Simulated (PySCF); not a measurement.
Predicted microwave data (B3LYP/def2-SVPD in PySCF (dipole) on a GFN2-xTB geometry, gas phase) for one isomer of C4H5F3O2:

- Rotational constants: A = 3058, B = 970.9, C = 919.8 MHz
- Dipole components: |μa| = 0.55 D, |μb| = 0.63 D, |μc| = 0.33 D
- Inertial defect: -136.38 u·Å²
- κ: -0.95

Question: Which structure is it? (One computed conformer of each.)
A. `[CH3:1][C:2]([F:3])([F:4])[C:5](=[O:6])[O:7][CH2:8][F:9]` with C1–C2–C5–O6 64°, C2–C5–O7–C8 176°, C5–O7–C8–F9 -87°
B. `[CH3:1][O:2]/[C:3](=[CH:4]/[F:5])[O:6][CH:7]([F:8])[F:9]` with C1–O2–C3–C4 -174°, O2–C3–O6–C7 -175°, C3–O6–C7–F8 -173°

Answer: A. It is CC(F)(F)C(=O)OCF, a near-prolate asymmetric top, point group C1. The candidates at the same level (rigid rotor, commonest isotopes):

| SMILES | A (MHz) | B (MHz) | C (MHz) | μa (D) | μb (D) | μc (D) | Δ (u·Å²) | point group | rotor |
| --- | --- | --- | --- | --- | --- | --- | --- | --- | --- |
| CO/C(=C/F)OC(F)F | 1984 | 1356 | 886.8 | 1.96 | 0.73 | 0.72 | -57.52 | C1 | asymmetric top |
| CC(F)(F)C(=O)OCF | 3058 | 970.9 | 919.8 | 0.55 | 0.63 | 0.33 | -136.38 | C1 | near-prolate asymmetric top |

`CO/C(=C/F)OC(F)F` has B 40 % too high. No structure here is proved a minimum.
